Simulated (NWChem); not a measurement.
Species: C$_{2}$H$_{8}$Ti; SMILES [CH3][TiH2][CH3]

```xyz
11

Ti     0.0000     0.0000    -0.4607
C      1.6819     0.0000     0.6664
H      2.2531    -0.9017     0.3751
H      1.5085     0.0000     1.7545
H      2.2531     0.9017     0.3751
C     -1.6819     0.0000     0.6664
H     -2.2531    -0.9017     0.3751
H     -2.2531     0.9017     0.3751
H     -1.5085     0.0000     1.7545
H      0.0000    -1.4001    -1.4355
H      0.0000     1.4001    -1.4355
```
Atoms are numbered in this order, from 1.

Coordinates come from a PBE0/def2-SVP optimisation.

Symmetry labels are those of C2v in the frame above (b1 and b2, or b-type labels, depend on it).

Question: List the 4 lowest vertical singlet excitations from PBE0/def2-SVPD, TDA (NWChem).

Answer: 
```
state  energy (eV)  oscillator strength  symmetry  leading excitation (squared amplitude)
-----  -----------  -------------------  --------  --------------------------------------
S1            3.63                0.001        b1                      HOMO → LUMO (0.81)
S2            3.64                0.000        b2                    HOMO−2 → LUMO (0.80)
S3            3.74                0.000        a2                  HOMO−1 → LUMO+1 (0.96)
S4            3.96                0.000        b2                    HOMO → LUMO+1 (0.78)
```
